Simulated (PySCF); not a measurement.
Polarisability and C₆ of O³⁺ (oxygen, charge +3)

[He] 2s2 2p1, 2P determinant. All numbers are calculated (PySCF 2.14, no relativity, point nucleus, in aug-cc-pVTZ (5s4p3d2f, 46 functions)). Coupled (time-dependent) response in atomic units; α is the mean over directions.

```json
{"method": "UHF", "mean α (bohr³)": "1.414", "α xx, yy, zz": "1.492, 1.256, 1.492", "C₆ (like pair)": "1.323", "S(−4)": "2.969"}
{"method": "PBE", "mean α (bohr³)": "1.347", "α xx, yy, zz": "1.430, 1.182, 1.430", "C₆ (like pair)": "1.258", "S(−4)": "2.360"}
{"method": "PBE0", "mean α (bohr³)": "1.358", "α xx, yy, zz": "1.441, 1.191, 1.441", "C₆ (like pair)": "1.269", "S(−4)": "2.425"}
{"method": "wB97M-V", "mean α (bohr³)": "1.354", "α xx, yy, zz": "1.444, 1.176, 1.444", "C₆ (like pair)": "1.282", "S(−4)": "2.236"}
{"method": "B3LYP", "mean α (bohr³)": "1.354", "α xx, yy, zz": "1.439, 1.183, 1.439", "C₆ (like pair)": "1.260", "S(−4)": "2.419"}
```

S(−4) is the Cauchy moment in α(ω) = α(0) + S(−4) ω² + …

α(iu) at B3LYP:

```
u (hartree)  α(iu) (bohr³)
          0          1.354
     0.0500          1.348
      0.100          1.331
      0.200          1.266
      0.300          1.176
      0.500         0.9743
      0.750         0.7573
       1.00         0.6001
       1.50         0.4071
       2.00         0.2974
       3.00         0.1798
       5.00        0.08596
```

A single London oscillator, α(iu) = α/(1 + u²/ω²), gives C₆ = (3/4) ω α². Matching the computed C₆ needs ω = 4 × 1.260 / (3 × 1.354²) = 0.916 hartree.

For an ion, C₆ is the dispersion term alone; charge-induced terms of lower order in 1/R come first.

The components differ because the open shell of this determinant is not spherical; for a pure term their mean is the scalar polarisability.
